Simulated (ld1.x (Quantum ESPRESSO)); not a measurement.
## Before and after: TM semilocal potential for Li

```json
{"Element": "lithium", "Generator": "ld1.x (Quantum ESPRESSO) 7.5", "Type": "norm-conserving Troullier–Martins (semilocal form)", "Functional": "BP86", "Relativity": "scalar-relativistic", "Frozen core": "none", "Valence charge": "3", "Reference configuration": "1s2 2s1 2p0", "Partial waves": "1s (bound): rc 0.40 bohr; 2p (bound, empty): rc 4.20 bohr", "Local potential": "the p channel", "Core correction": "none"}
```

Occupied shells without a wave of their own: 2s. They enter only through the test configuration that unscreens the potential.

All-electron outer shells of the reference configuration (BP86, scalar-relativistic, ld1.x):

```tsv
shell	level (eV)	outermost node (bohr)	outermost maximum (bohr)
1s	-52.05	–	0.36
2s	-2.96	0.83	3.12
2p	-1.17	–	3.91
```

Change: wave 1s (bound): rc 0.40 bohr becomes 1s (bound): rc 0.54 bohr.

Cutoffs: the cutoffs (Ry, on a coarse ladder) from which the occupation-weighted sum of valence levels, in a spherical-Bessel basis at the reference potential, stays within 10 and 1 mRy of its value at 400 Ry; they do not see the model core or the augmentation charge, which bear on the density cutoff. Errors are all-electron minus pseudo energies relative to the spin-unpolarised reference configuration.

What does the change do?

Of the 4 tests that both files solve, the error grows in 3 and shrinks in 1 by more than 15 % and 0.3 meV (median size 4.8 → 5.6 meV); the range in which the s phases agree narrows (upper end at the end of the scan → 3.3); neither file shows a bound ghost. A semilocal file is local in each channel, so a ghost entry of none says nothing of the separable form that plane-wave codes build from it.

```tsv
quantity	base	changed
cutoff, loose	over 300 Ry	230 Ry
cutoff, tight	over 300 Ry	300 Ry
bound ghosts	none	none
error for 1s2 2s0 2p0, meV [ΔE 5.31 eV]	+1.3	+5.3
error for 1s2 2s0.5 2p0, meV [ΔE 2.09 eV]	+0.5	+2.1
error for 1s2 2s0 2p1, meV [ΔE 1.79 eV]	-8.5	-5.8
error for 1s1 2s1 2p0, meV [ΔE 68.59 eV]	+8.4	+40
s: phases at 4.57 bohr within 0.05 rad from the reference energy up to (Ry; the scan ends near 5)	to the end of the scan	3.3
p: phases at 4.57 bohr within 0.05 rad from the reference energy up to (Ry; the scan ends near 5)	0.6	0.6
```
